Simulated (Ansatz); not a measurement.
## Ligand exchange: Ge(CH3)4 + C3H7Cl → Ge(CH3)3Cl + C4H10

Gas-phase species: Ge(CH3)4 (tetramethylgermane), singlet; C3H7Cl `CC(C)Cl`, singlet; Ge(CH3)3Cl (chlorotrimethylgermane), singlet; C4H10 `CC(C)C`, singlet. The partners trade CH3 for Cl: Ge–CH3 and C–Cl bonds give way to Ge–Cl and C–CH3.

Shapes, held fixed at every level: PBE0-D4/def2-TZVP. Programs: Ansatz 0.2.0. Electronic energies: no zero-point or thermal term.

```json
{"level": "HF/def2-SVP", "kind": "Hartree–Fock", "ΔE (kJ/mol)": "-138.6", "less CCSD(T)/def2-TZVPP": "-24.2"}
{"level": "HF/def2-TZVPP", "kind": "Hartree–Fock", "ΔE (kJ/mol)": "-131.0", "less CCSD(T)/def2-TZVPP": "-16.6"}
{"level": "B3LYP-D4/def2-TZVPP", "kind": "global hybrid", "ΔE (kJ/mol)": "-116.9", "less CCSD(T)/def2-TZVPP": "-2.5"}
{"level": "r2SCAN0-D4/def2-TZVPP", "kind": "global hybrid", "ΔE (kJ/mol)": "-120.5", "less CCSD(T)/def2-TZVPP": "-6.1"}
{"level": "wB97X-V/def2-TZVPP", "kind": "range-separated hybrid", "ΔE (kJ/mol)": "-117.9", "less CCSD(T)/def2-TZVPP": "-3.5"}
{"level": "B2PLYP/def2-TZVPP", "kind": "double hybrid", "ΔE (kJ/mol)": "-117.0", "less CCSD(T)/def2-TZVPP": "-2.6"}
{"level": "MP2/def2-SVP", "kind": "perturbation theory", "ΔE (kJ/mol)": "-128.2", "less CCSD(T)/def2-TZVPP": "-13.8"}
{"level": "CCSD(T)/def2-TZVPP", "kind": "coupled cluster or CI", "ΔE (kJ/mol)": "-114.4", "less CCSD(T)/def2-TZVPP": "0.0"}
```

The highest level, CCSD(T)/def2-TZVPP, gives ΔE = -114.4 kJ/mol; the levels span -138.6 to -114.4. The column of differences is taken from that level and isn't an error. No measured value is set beside it here. Relativity is left out for Ge. Outer-core shells of Ge are correlated, in sets that cover them unevenly.
